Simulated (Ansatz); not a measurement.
Start from `OB(F)[SiH3]` and change one atom or group to get `F[B]([AlH2])[SiH3]`.

Ansatz, PBE0-D4/def2-TZVP geometries, multiplicity 1. Each molecule was computed in one conformer, which needn't be the lowest.

```json
{"property": "zero-point energy (PBE0-D4/def2-TZVP) / kJ/mol", "`OB(F)[SiH3]`": "121.9"}
{"property": "HOMO energy (ωB97M-V/def2-TZVPP) / eV", "`OB(F)[SiH3]`": "-10.78"}
{"property": "size of the dipole moment (ωB97M-V/def2-TZVPP) / D", "`OB(F)[SiH3]`": "2.10"}
{"property": "HOMO–LUMO gap (PBE0/def2-TZVPP) / eV", "`OB(F)[SiH3]`": "7.88"}
{"property": "HOMO energy (B3LYP/def2-TZVPP) / eV", "`OB(F)[SiH3]`": "-8.39"}
{"property": "LUMO energy (B3LYP/def2-TZVPP) / eV", "`OB(F)[SiH3]`": "-0.91"}
```

Q: What does the change do to each property? (Estimate.)

A: The calculation gave: 
| property | `F[B]([AlH2])[SiH3]` | shift |
| --- | --- | --- |
| zero-point energy (PBE0-D4/def2-TZVP) / kJ/mol | 113.7 | -8.2 |
| HOMO energy (ωB97M-V/def2-TZVPP) / eV | -8.86 | 1.92 |
| size of the dipole moment (ωB97M-V/def2-TZVPP) / D | 0.09 | -2.01 |
| HOMO–LUMO gap (PBE0/def2-TZVPP) / eV | 4.75 | -3.13 |
| HOMO energy (B3LYP/def2-TZVPP) / eV | -6.65 | 1.74 |
| LUMO energy (B3LYP/def2-TZVPP) / eV | -2.24 | -1.33 |

With PBE0 the HOMO rises by 1.76 eV and the LUMO falls by 1.37 eV, so the gap narrows by about 3.13 eV. PBE moves the HOMO by 1.53 eV and ωB97M-V by 1.92 eV. The zero-point energy changes by -8.2 kJ/mol with +3 modes. Dipoles are sizes alone; their direction can turn.

B3LYP here is the variant with VWN-RPA as its local correlation; programs differ in this.
